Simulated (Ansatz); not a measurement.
Consider the formal hydrolysis of the Si–C bond: `C[Si](F)(F)C=O` + H₂O → `C[Si](O)(F)F` + `C=O`.

Calculated with Ansatz (gas phase, PBE0-D4/def2-TZVP geometries, no zero-point term in ΔE). CBS: MP2 limit from def2 TZ/QZ plus the TZ coupled-cluster correction, frozen cores. This one scheme is used for every species. Functionals use def2-TZVPP. Each species was taken in one conformer, which may not be the lowest.

`C[Si](F)(F)C=O`:

Cartesian coordinates in Å:
```
C -0.329 -0.048 -1.409
Si -0.539 0.072 0.408
F -1.237 1.441 0.823
F -1.471 -1.091 0.964
C 1.120 -0.028 1.357
O 2.155 -0.155 0.748
H 0.307 0.762 -1.772
H 0.147 -0.995 -1.674
H -1.296 0.012 -1.913
H 1.141 0.030 2.470
```

H₂O:

Cartesian coordinates in Å:
```
O 0.374 0.098 -0.044
H -0.008 -0.782 -0.082
H -0.367 0.684 0.126
```

`C[Si](O)(F)F`:

Cartesian coordinates in Å:
```
C -0.751 0.517 -0.866
Si 0.160 -0.430 0.408
O 1.532 0.342 0.793
F -0.727 -0.643 1.709
F 0.489 -1.902 -0.097
H -1.001 1.513 -0.496
H -0.144 0.629 -1.767
H -1.677 0.006 -1.135
H 2.120 -0.033 1.450
```

`C=O`:

Z-matrix (Å, degrees):
```
C
O 1 1.195
H 1 1.109 2 122.0
H 1 1.109 2 122.0 3 -180.0
```

(1) Is it downhill or uphill in electronic energy at CCSD(T)/CBS, and by how much? (An estimate is asked.)

(2) What do these levels give: B2PLYP, MP2/def2-TZVPP, SCS-MP2/def2-TZVPP, HF/def2-QZVPP, MP2/CBS(def2), CCSD/CBS(def2)? (An estimate is asked.)

Largest T1 diagnostic among the species: 0.015.

## Answers

(1) The calculation gave: Downhill: ΔE = -33.7 kcal/mol.

(2) The calculation gave: B2PLYP -35.1, MP2/def2-TZVPP -35.1, SCS-MP2/def2-TZVPP -35.4, HF/def2-QZVPP -39.2, MP2/CBS(def2) -34.3, CCSD/CBS(def2) -34.4 kcal/mol.

From PBE to PBE0 (25 % exact exchange), in def2-TZVPP and without D4, ΔE moves by −1.9 kcal/mol. The D4 term adds +0.9 kcal/mol with B3LYP and +0.5 kcal/mol with PBE0; it sums over pairs of atoms, weighted by their polarisabilities, and B3LYP, whose exchange is more repulsive, gets the larger term. In def2-TZVPP, CCSD(T) changes the Hartree–Fock value by +4.6 kcal/mol (the triples alone add +0.7 kcal/mol) and MP2 by +4.0 kcal/mol.

B3LYP here is the variant with VWN-RPA as its local correlation; programs differ in this.
